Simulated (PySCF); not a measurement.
Species: C2H9NSi2.
Numbering: `[SiH3:1][CH2:2]/[CH:3]=[N:4]\[SiH3:5]` (hydrogens: H6, H7, H8 on Si1; H9, H10 on C2; H11 on C3; H12, H13, H14 on Si5)

Computed with PBE0-D3(BJ)/def2-SVP geometry optimisation, gas phase (PySCF).

Q: Give the optimised bond lengths and angles.

A: 
```csv
bond,length (Å)
Si1–C2,1.900
C2–C3,1.497
C3=N4,1.265
N4–Si5,1.743
"Si1–H6, Si1–H7, Si1–H8",1.493
"C2–H9, C2–H10",1.102
C3–H11,1.110
"Si5–H12, Si5–H14",1.492
Si5–H13,1.505
```

Bonds in one row agree within 0.01 Å and their mean is given. A selection of angles:
```csv
angle,degrees
C2–Si1–H6,110.1
H6–Si1–H7,109.3
Si1–C2–C3,111.2
Si1–C2–H9,107.5
C3–C2–H9,110.6
H9–C2–H10,108.6
C2–C3–N4,128.3
C2–C3–H11,114.0
N4–C3–H11,117.7
C3–N4–Si5,132.5
N4–Si5–H12,107.3
N4–Si5–H13,116.5
H12–Si5–H13,108.0
H12–Si5–H14,109.4
```

Torsions: Si1–C2–C3–N4 91° (anticlinal); C2–C3–N4–Si5 1° (synperiplanar). The mirror-image conformer, all signs reversed, is as good.

N4 (C=N nitrogen) is bent (angle 132.5°). Si1 (SiH3 silicon) is tetrahedral (angles from 109.2° to 110.1°). Si5 (SiH3 silicon) is distorted tetrahedral (angles from 107.3° to 116.5°). Of the pairs four or more bonds apart, Si5···H10 is among the closest relative to their van der Waals radii: 3.05 Å, 92 % of the sum of Bondi's values.

Point group: C1 (no symmetry element, even within 0.4 Å). Not checked by PBE0-D3(BJ)/def2-SVP frequencies. The numbers are those of one conformer.

Hardware: one thread of an Arm Neoverse V2, no GPU (shared host). Cost: 57 s, 0.53 GiB resident at most. This is the geometry optimisation.
